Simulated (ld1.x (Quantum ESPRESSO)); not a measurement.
# Scattering properties, TM potential for sulfur

sulfur (S), norm-conserving Troullier–Martins (Kleinman–Bylander form), made with ld1.x (Quantum ESPRESSO) 7.5 (PBE, scalar-relativistic). Core [He], reference 2s2 2p6 3s1.75 3p4.25. Waves: 2s (bound): rc 0.60 bohr; 2p (bound): rc 0.70 bohr. Local part: all-electron potential smoothed inside 0.50 bohr (lloc = -1). Core correction: none.

Occupied shells without a wave of their own: 3p, 3s. They enter only through the test configuration that unscreens the potential.

The phase is arctan(r·u′/u) with u = r·R(r), unwrapped; energies in Ry, scanned from -18 to 5 Ry. A pole is an energy at which the radial function vanishes at the test radius. The pseudo phase is shifted by a multiple of π to meet the all-electron one at the reference energy, and phase errors are pseudo minus all-electron; the curves can meet again beyond the range given. Levels narrower than the energy grid can be missing from the lists of poles.

```json
{"channel": "s", "radius (bohr)": "0.80", "reference energy (Ry)": "-15.59", "poles, all-electron": "-11.78", "poles, pseudo": "-11.79", "unbroken range about the reference energy with phases within 0.05 rad": "the whole range", "phase error 1 Ry above the reference energy (rad)": "-0.000"}
{"channel": "p", "radius (bohr)": "0.80", "reference energy (Ry)": "-11.53", "poles, all-electron": "-8.63", "poles, pseudo": "-8.61", "unbroken range about the reference energy with phases within 0.05 rad": "the whole range", "phase error 1 Ry above the reference energy (rad)": "+0.000"}
```

Phases in the s channel:

```tsv
E (Ry)	all-electron	pseudo
-18.00	-0.013	-0.015
-17.04	-0.605	-0.606
-16.08	-1.023	-1.023
-15.12	-1.258	-1.258
-14.16	-1.395	-1.395
-13.20	-1.484	-1.485
-12.24	-1.547	-1.547
-11.28	-1.594	-1.594
-10.32	-1.631	-1.632
-9.36	-1.661	-1.663
-8.40	-1.688	-1.689
-7.44	-1.711	-1.713
-6.48	-1.733	-1.735
-5.52	-1.753	-1.755
-4.56	-1.772	-1.775
-3.60	-1.791	-1.794
-2.64	-1.810	-1.814
-1.68	-1.829	-1.834
-0.72	-1.849	-1.854
0.24	-1.869	-1.876
1.20	-1.891	-1.900
2.16	-1.915	-1.925
3.12	-1.941	-1.953
4.08	-1.970	-1.985
```
